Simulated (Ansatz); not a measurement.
Abridged output of a molecular run in Ansatz:

```
Functional definition: HF
842 factors; integrals over basis functions are off by at most 1.2e-3 eV
mean field evaluation 1: about -15102.4407 eV, gradient 4.6e1 eV
mean field evaluation 2: about -15102.5048 eV, gradient 4.6e1 eV
mean field evaluation 4: about -15106.2015 eV, gradient 2.4e0 eV
mean field evaluation 8: about -15106.2293 eV, gradient 2.4e-1 eV
mean field -15106.22948735 eV, -555.1436942900 hartree, gradient 1.9e-6 eV, S^2 0.000000; 0 other end points of the search recorded, 0 dependent functions left out
9 core orbitals not correlated: weight in the atoms' cores, before any rotation towards them, 1.000 or more for the frozen orbitals, at most 0.000 for the correlated occupied ones
reference -15106.22948735 eV, -555.1436942900 hartree; 15, 15 occupied and 65, 65 virtual orbitals, 842 factors
second order -20.50812904 eV of doubles, -0.00000000 eV of singles
cycle   1  -20.61542549 eV  change   -1.1e-1 eV  update   1.0e-1
cycle   2  -21.03706590 eV  change   -4.2e-1 eV  update   2.8e-2
cycle   3  -21.16340480 eV  change   -1.3e-1 eV  update   1.5e-2
cycle   4  -21.15766027 eV  change    5.7e-3 eV  update   3.1e-3
cycle   5  -21.15469103 eV  change    3.0e-3 eV  update   1.2e-3
cycle   6  -21.15498051 eV  change   -2.9e-4 eV  update   3.8e-4
cycle   7  -21.15486223 eV  change    1.2e-4 eV  update   1.2e-4
cycle   8  -21.15478466 eV  change    7.8e-5 eV  update   4.3e-5
cycle   9  -21.15480061 eV  change   -1.6e-5 eV  update   1.6e-5
perturbative correction -0.37242443 eV, -0.0136863455 hartree
Total energy: -15127.75671239 eV, -555.9348052187 hartree
```

Its atoms:

```xyz
8

C    -1.2368   -0.3543   -0.1455
O    -0.0019   -0.3221    0.5164
Al    1.4889    0.3681    0.2688
F     2.6831    0.1220    1.3566
F     1.8102    1.2979   -1.0416
H    -1.2290    0.2261   -1.0744
H    -2.0156    0.0506    0.5072
H    -1.4988   -1.3883   -0.3875
```

(1) Which basis set was used?
A. cc-pV(T+d)Z
B. def2-TZVPPD
C. def2-SVP
D. def2-QZVPP

(2) Write the keys of the input that set method, charge and spin (a neutral closed shell needs none for the last two).

Answers

(1) C. It gives 89 functions.

(2) 
```yaml
correlation: {method: ccsd_t}
```
